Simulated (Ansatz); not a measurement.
Coupled-cluster diagnostics for Ge₂O₄⁺, Ansatz.

Geometry of the doublet (PBE-D4/def2-SVP):

```tsv
atom	x (Å)	y (Å)	z (Å)
Ge1	1.271	-1.252	-0.747
Ge2	-0.052	0.308	1.909
O3	-1.273	0.747	0.370
O4	-0.799	0.849	-0.897
O5	-0.370	-0.317	-1.442
O6	1.223	-0.335	0.806
```

Correlated methods freeze 22 core orbitals; core or outer-core shells of Ge are correlated, in sets that lack core-valence functions. The structure holds 2 bonds between oxygen atoms, so isomers without such links may lie far lower. The structure comes from a short search, and lower isomers may exist.

Q: Estimate the CCSD(T) correlation energy, the shares of MP2 and (T), T1 and the reference's ⟨S²⟩ for: charge 1, doublet, own geometry in def2-SVP; and the rough time on 4 threads of Arm Neoverse V2 on a shared host.

A: 
| state | basis | correlation (eV) | MP2 share (%) | (T) share (%) | T1 | ⟨S²⟩ (pure) | wall time |
| --- | --- | --- | --- | --- | --- | --- | --- |
| charge 1, doublet, own geometry | def2-SVP | -32.148 | 95.1 | 3.7 | 0.031 | 0.78 (0.75) | 66 s |
Customary marks for T1 are 0.02 (closed shells), 0.045 (open shells) and about 0.05 (3d metals). T1 exceeds 0.02 in 1 of 1 rows and 0.045 in 0; the higher it lies, the less the single-reference result can be trusted.
